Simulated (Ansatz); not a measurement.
`C[CH2][GeH2][SiH3]` → `C[SiH](C)[GeH3]`  (isomerisation)

Isolated molecules relaxed with PBE0-D4/def2-TZVP in Ansatz; ΔE leaves out vibrations. CBS: MP2 limit from def2 TZ/QZ plus the TZ coupled-cluster correction, frozen cores. Functionals use def2-TZVPP. B3LYP here is the variant with VWN-RPA as its local correlation; programs differ in this. For Ge outer-core shells are correlated without core-valence functions, which leaves a few kJ/mol of doubt a bond. Scalar relativity is left out up to krypton. One conformer a species, not always the lowest.

```tsv
level	ΔE (kcal/mol)	difference from CCSD(T)/CBS
r2SCAN-D4	-16.3	-1.9
PBE0-D4	-15.4	-1.0
B3LYP-D4	-15.0	-0.6
ωB97X-V	-14.7	-0.3
ωB97M-V	-15.8	-1.4
B2PLYP	-14.8	-0.4
r2SCAN	-16.3	-1.9
PBE0	-15.3	-0.9
B3LYP	-14.9	-0.5
HF/def2-TZVPP	-13.8	0.6
CCSD/def2-TZVPP	-13.8	0.6
HF/def2-QZVPP	-14.0	0.4
MP2/def2-QZVPP	-14.8	-0.4
SCS-MP2/def2-QZVPP	-13.9	0.5
MP2/CBS(def2)	-14.9	-0.5
CCSD/CBS(def2)	-14.4	0.0
CCSD(T)/CBS	-14.4	0
```

Largest T1 diagnostic among the species: 0.011.
